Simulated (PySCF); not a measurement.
Structure problem from calculated spectra and properties.

Formula: C5H7NO2.

| Quantity | Value |
| --- | --- |
| Dipole | 3.03 D [PBE0/def2-SVPD] |
| NMR, other nuclei | isotropic shieldings of nuclei other than C and H, by class: 147 (1 N), -303 (1 O), -44 (1 O) ppm [GIAO PBE0/pcSseg-1] |
| UV, first state | lowest singlet excitation: 3.67 eV (338 nm, f = 0.000) [TDDFT PBE0/def2-SVPD] |
| UV, strongest line | among the 6 lowest singlet transitions: S5 at 5.86 eV (212 nm, f = 0.209) [TDDFT PBE0/def2-SVPD] |
| Polarisability | 73.9 au [PBE0/def2-SVPD] |
| 13C NMR | chemical shifts (computed TMS as zero) by class: 205.5 (1 C), 164.1 (1 C), 152.2 (1 C), 142.7 (1 C), 29.6 (1 C) ppm [GIAO PBE0/pcSseg-1] |
| Rotational structure | rotational constants A, B, C: 3.527, 1.706, 1.158 GHz [GFN2-xTB] |
| 1H NMR | chemical shifts (computed TMS as zero) by class: 8.91 (1 H), 8.08 (1 H), 6.95 (1 H), 4.96 (1 H), 2.53 (3 H) ppm [GIAO PBE0/pcSseg-1] |
| Triplet | lowest triplet excitation (Tamm–Dancoff): 3.27 eV [TDA PBE0/def2-SVPD] |

The electronic properties come from PySCF, for the isolated species, density fitting. Levels stand in brackets. NMR shifts are as computed; neighbouring signals can stand in another order in a measured spectrum. Isolated species at its GFN2-xTB geometry (one conformer only). NMR values are class means; diastereotopic atoms form classes of their own.

Question: Propose a structure and show how it fits.

Answer: Numbering: `[CH2:1]=[C:2]([C:3]([CH3:4])=[O:5])[C:6]([NH2:7])=[O:8]`. Its formula, C5H7NO2, gives 3 degrees of unsaturation: 0 rings and 3 π bonds in the structure found. 5 carbons fall into 5 classes; from least to most shielded: ketone carbonyl carbon [C3] (205.5 ppm), amide carbonyl carbon [C6] (164.1 ppm), terminal =CH2 carbon [C1] (152.2 ppm), fully substituted alkene carbon [C2] (142.7 ppm), methyl carbon next to a carbonyl [C4] (29.6 ppm). Hydrogen classes from least to most shielded: 1 H on an amide nitrogen, N7 (8.91 ppm), 1 H on a terminal =CH2 carbon, C1 (8.08 ppm), 1 H on a terminal =CH2 carbon, C1 (6.95 ppm), 1 H on an amide nitrogen, N7 (4.96 ppm), 3 H on a methyl carbon next to a carbonyl, C4 (2.53 ppm). The other shieldings belong to: 147 ppm, amide nitrogen [N7]; -303 ppm, ketone oxygen [O5]; -44 ppm, amide oxygen [O8]. The optimised geometry has point group Cs and is an asymmetric top. Structure: `C=C(C(=O)N)C(C)=O`. Computed isomers that give other values at the same levels: `CO[C@@]1(C)O[C@H]1C#N` (13C chemical shifts (computed TMS as zero) by class: 120.9 (1 C), 85.6 (1 C), 54.1 (1 C), 46.6 (1 C), 18.7 (1 C) ppm); `COc1ncoc1C` (13C chemical shifts (computed TMS as zero) by class: 159.4 (1 C), 149.1 (1 C), 132.4 (1 C), 57.6 (1 C), 11.5 (1 C) ppm); `NC(=O)C(=O)C1CC1` (13C chemical shifts (computed TMS as zero) by class: 207.4 (1 C), 162.1 (1 C), 18.7 (2 C), 16.3 (1 C) ppm). The assignments are read from this structure; whether some other isomer fits the data as well wasn't checked.

Conformer computed: `[CH2:1]=[C:2]([C:3]([CH3:4])=[O:5])[C:6]([NH2:7])=[O:8]`: C1–C2–C3–C4 0°, C1–C2–C6–N7 180°, H–N7–C6–C2 0°, H–N7–C6–C2 180°.
